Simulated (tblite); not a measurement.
C₈H₁₅B.
Numbering: `[BH:1]1[CH2:2][CH2:3][CH2:4][CH2:5][C@@H:6]1[CH:7]1[CH2:8][CH2:9]1` (hydrogens: H10 on B1; H11, H12 on C2; H13, H14 on C3; H15, H16 on C4; H17, H18 on C5; H19 on C6; H20 on C7; H21, H22 on C8; H23, H24 on C9)

Computed with GFN2-xTB (tblite), gas phase: L-BFGS steps from a force-field or distance-geometry start until the largest atomic force falls under 0.01 eV/Å.

Step 15: E = -707.1387 eV
```
atom  x, y, z in Å  |  force x, y, z in eV/Å
B1      0.3852   -1.3928    0.2241    0.023  -0.012  -0.057
C2      1.9383   -1.4271   -0.0168    0.035   0.001  -0.018
C3      2.6337   -0.0701    0.1376    0.009   0.012   0.013
C4      1.8582    1.0457   -0.5551    0.016   0.003  -0.030
C5      0.4603    1.2135    0.0313    0.018   0.016   0.013
C6     -0.3833   -0.0611   -0.1335   -0.017   0.013  -0.020
C7     -1.7369    0.1027    0.5303   -0.007   0.002   0.032
C8     -2.8432    0.8253   -0.1781   -0.008  -0.028  -0.011
C9     -2.9116   -0.6638    0.0082   -0.022   0.032  -0.033
H10    -0.2025   -2.3571    0.5362    0.007   0.005   0.016
H11     2.4623   -2.1707    0.5868   -0.017  -0.012   0.043
H12     2.0743   -1.7578   -1.0536   -0.035  -0.017  -0.021
H13     2.7209    0.1660    1.2000    0.000   0.010   0.029
H14     3.6457   -0.1200   -0.2736    0.004   0.014   0.021
H15     2.4098    1.9830   -0.4497   -0.007   0.020  -0.016
H16     1.7791    0.8242   -1.6213    0.002  -0.015  -0.039
H17    -0.0449    2.0496   -0.4583    0.003   0.032   0.014
H18     0.5460    1.4603    1.0913   -0.017  -0.034   0.050
H19    -0.5797   -0.1600   -1.2124    0.014  -0.037  -0.030
H20    -1.6806    0.2348    1.6030    0.011   0.010   0.058
H21    -3.5200    1.4453    0.3932    0.047  -0.025  -0.016
H22    -2.6427    1.2065   -1.1697   -0.041  -0.025   0.018
H23    -2.7488   -1.2911   -0.8564   -0.052   0.007   0.018
H24    -3.6314   -1.0655    0.7070    0.032   0.029  -0.034
```

Step 16: E = -707.1398 eV
```
atom  x, y, z in Å  |  force x, y, z in eV/Å
B1      0.3868   -1.3938    0.2185    0.019   0.013  -0.022
C2      1.9411   -1.4278   -0.0178    0.020   0.008  -0.036
C3      2.6342   -0.0694    0.1386   -0.005  -0.005   0.003
C4      1.8575    1.0447   -0.5563    0.003   0.005  -0.022
C5      0.4606    1.2138    0.0328    0.005  -0.025   0.011
C6     -0.3831   -0.0611   -0.1362   -0.028   0.012  -0.045
C7     -1.7371    0.1028    0.5287    0.017   0.001   0.019
C8     -2.8440    0.8263   -0.1785   -0.003  -0.041  -0.013
C9     -2.9130   -0.6629    0.0084   -0.018   0.032  -0.040
H10    -0.1992   -2.3554    0.5410    0.001  -0.004   0.003
H11     2.4625   -2.1708    0.5886   -0.014  -0.011   0.042
H12     2.0818   -1.7589   -1.0541   -0.035  -0.015  -0.013
H13     2.7185    0.1650    1.2019    0.002   0.018   0.015
H14     3.6464   -0.1183   -0.2716    0.009   0.018   0.026
H15     2.4082    1.9822   -0.4520    0.003   0.026  -0.027
H16     1.7757    0.8203   -1.6227    0.012  -0.003  -0.002
H17    -0.0463    2.0505   -0.4546    0.015   0.031   0.026
H18     0.5457    1.4543    1.0949   -0.009  -0.023   0.020
H19    -0.5787   -0.1569   -1.2168    0.013  -0.033   0.007
H20    -1.6800    0.2366    1.6016    0.014   0.004   0.044
H21    -3.5193    1.4455    0.3953    0.048  -0.018  -0.025
H22    -2.6463    1.2057   -1.1716   -0.041  -0.021   0.033
H23    -2.7524   -1.2900   -0.8572   -0.054   0.011   0.035
H24    -3.6314   -1.0626    0.7095    0.027   0.019  -0.038
```

Step 17: E = -707.1406 eV
```
atom  x, y, z in Å  |  force x, y, z in eV/Å
B1      0.3883   -1.3943    0.2139    0.008   0.027   0.011
C2      1.9435   -1.4283   -0.0189    0.000   0.008  -0.034
C3      2.6345   -0.0688    0.1394   -0.011  -0.011  -0.006
C4      1.8571    1.0440   -0.5575   -0.006   0.007  -0.006
C5      0.4608    1.2138    0.0339   -0.007  -0.044   0.004
C6     -0.3833   -0.0609   -0.1387   -0.021   0.002  -0.044
C7     -1.7371    0.1029    0.5280    0.030  -0.002   0.001
C8     -2.8445    0.8263   -0.1789    0.007  -0.029  -0.006
C9     -2.9142   -0.6616    0.0080   -0.003   0.016  -0.024
H10    -0.1966   -2.3540    0.5445    0.000  -0.005  -0.010
H11     2.4621   -2.1710    0.5908   -0.014  -0.002   0.029
H12     2.0863   -1.7601   -1.0549   -0.026  -0.013  -0.006
H13     2.7168    0.1646    1.2035    0.000   0.021  -0.002
H14     3.6472   -0.1167   -0.2695    0.015   0.021   0.028
H15     2.4071    1.9821   -0.4543    0.008   0.023  -0.035
H16     1.7735    0.8174   -1.6241    0.017   0.006   0.025
H17    -0.0469    2.0518   -0.4513    0.026   0.024   0.037
H18     0.5452    1.4493    1.0979   -0.001  -0.018  -0.010
H19    -0.5777   -0.1555   -1.2201    0.006  -0.024   0.026
H20    -1.6794    0.2379    1.6015    0.014  -0.004   0.015
H21    -3.5178    1.4452    0.3966    0.031  -0.002  -0.020
H22    -2.6496    1.2047   -1.1725   -0.031  -0.010   0.024
H23    -2.7561   -1.2890   -0.8574   -0.048   0.005   0.028
H24    -3.6309   -1.0600    0.7106    0.008   0.006  -0.025
```

Step 18: E = -707.1411 eV
```
atom  x, y, z in Å  |  force x, y, z in eV/Å
B1      0.3893   -1.3942    0.2112   -0.002   0.024   0.028
C2      1.9450   -1.4285   -0.0200   -0.014   0.005  -0.017
C3      2.6347   -0.0685    0.1399   -0.007  -0.007  -0.009
C4      1.8569    1.0438   -0.5582   -0.007   0.007   0.008
C5      0.4609    1.2133    0.0346   -0.009  -0.036  -0.004
C6     -0.3836   -0.0609   -0.1407   -0.005  -0.007  -0.022
C7     -1.7368    0.1029    0.5277    0.024  -0.006  -0.011
C8     -2.8447    0.8258   -0.1792    0.015  -0.006   0.003
C9     -2.9151   -0.6605    0.0074    0.010  -0.005   0.002
H10    -0.1950   -2.3531    0.5463    0.003   0.000  -0.018
H11     2.4615   -2.1711    0.5926   -0.016   0.009   0.012
H12     2.0883   -1.7611   -1.0556   -0.016  -0.012  -0.002
H13     2.7157    0.1647    1.2044   -0.004   0.019  -0.015
H14     3.6479   -0.1154   -0.2677    0.016   0.021   0.026
H15     2.4065    1.9825   -0.4564    0.006   0.015  -0.035
H16     1.7725    0.8158   -1.6246    0.017   0.008   0.032
H17    -0.0467    2.0530   -0.4485    0.030   0.015   0.041
H18     0.5448    1.4458    1.0996    0.004  -0.018  -0.024
H19    -0.5770   -0.1552   -1.2220   -0.004  -0.017   0.021
H20    -1.6788    0.2386    1.6018    0.015  -0.011  -0.012
H21    -3.5161    1.4449    0.3969    0.012   0.013  -0.007
H22    -2.6522    1.2037   -1.1727   -0.018   0.000   0.003
H23    -2.7592   -1.2884   -0.8571   -0.036  -0.007   0.008
H24    -3.6304   -1.0582    0.7107   -0.012  -0.005  -0.007
```

Question: Estimate the geometry and energy of step 19. (The exact step hangs on the optimiser's Hessian estimate; all steps are aligned on step 18, rigid shifts and turns removed.)

Answer: E = -707.1416 eV, largest force 0.046 eV/Å
```
atom  x, y, z in Å  |  force x, y, z in eV/Å
B1      0.3900   -1.3937    0.2099   -0.009   0.012   0.032
C2      1.9458   -1.4287   -0.0211   -0.019   0.003   0.003
C3      2.6347   -0.0684    0.1400    0.001   0.003  -0.008
C4      1.8567    1.0438   -0.5585   -0.001   0.005   0.015
C5      0.4608    1.2123    0.0349   -0.003  -0.014  -0.008
C6     -0.3840   -0.0610   -0.1424    0.011  -0.013   0.003
C7     -1.7362    0.1028    0.5272    0.010  -0.010  -0.017
C8     -2.8446    0.8254   -0.1794    0.017   0.015   0.009
C9     -2.9156   -0.6598    0.0071    0.014  -0.020   0.022
H10    -0.1937   -2.3525    0.5473    0.004   0.004  -0.021
H11     2.4607   -2.1709    0.5942   -0.018   0.018  -0.004
H12     2.0895   -1.7621   -1.0563   -0.010  -0.011   0.001
H13     2.7148    0.1652    1.2048   -0.008   0.014  -0.019
H14     3.6487   -0.1139   -0.2659    0.014   0.018   0.022
H15     2.4061    1.9831   -0.4586    0.001   0.006  -0.028
H16     1.7721    0.8147   -1.6244    0.014   0.007   0.023
H17    -0.0460    2.0542   -0.4457    0.027   0.008   0.037
H18     0.5446    1.4429    1.1004    0.008  -0.020  -0.023
H19    -0.5766   -0.1554   -1.2231   -0.012  -0.013   0.004
H20    -1.6780    0.2389    1.6017    0.015  -0.014  -0.029
H21    -3.5146    1.4448    0.3970   -0.002   0.023   0.006
H22    -2.6545    1.2030   -1.1727   -0.005   0.008  -0.017
H23    -2.7623   -1.2881   -0.8568   -0.024  -0.017  -0.012
H24    -3.6302   -1.0570    0.7106   -0.025  -0.011   0.009
```

The energy changes by -0.0004 eV. The first-order estimate −F·Δx gives -0.0006 eV and the mean of the old and new forces, exact on a quadratic surface, -0.0004 eV. The step makes an angle of 60° with the force vector and moves no atom by more than 0.003 Å.

What follows is the cost of the whole relaxation. The run took 0.44 s of wall time on Arm Neoverse V1, one thread, no GPU, shared host with 32 logical CPUs at a one-minute load of 7.7.
